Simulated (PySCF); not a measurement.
C2H5S, SMILES C[CH]S, multiplicity 2.

Geometry: B3LYP-D3(BJ)/def2-TZVP. The isomer is the one that the SMILES or the coordinates give; other isomers of the formula were not compared. One conformer was computed; it need not be the lowest.

Calculation: SMD-ωB97X/6-31G* in PySCF.

Solvation free energies are E(SMD) − E(gas) at the gas-phase geometry, for 1 M in both phases. In vacuum the dipole moment is 1.44 D.

```json
[
 {"solvent": "water", "ΔG(solv) (kcal/mol)": "-0.6", "its non-electrostatic (CDS) part": "2.4", "dipole (D)": "1.86"},
 {"solvent": "2-propanol", "ΔG(solv) (kcal/mol)": "-3.6", "its non-electrostatic (CDS) part": "-0.8", "dipole (D)": "1.83"},
 {"solvent": "n-hexane", "ΔG(solv) (kcal/mol)": "-2.7", "its non-electrostatic (CDS) part": "-1.7", "dipole (D)": "1.59"}
]
```
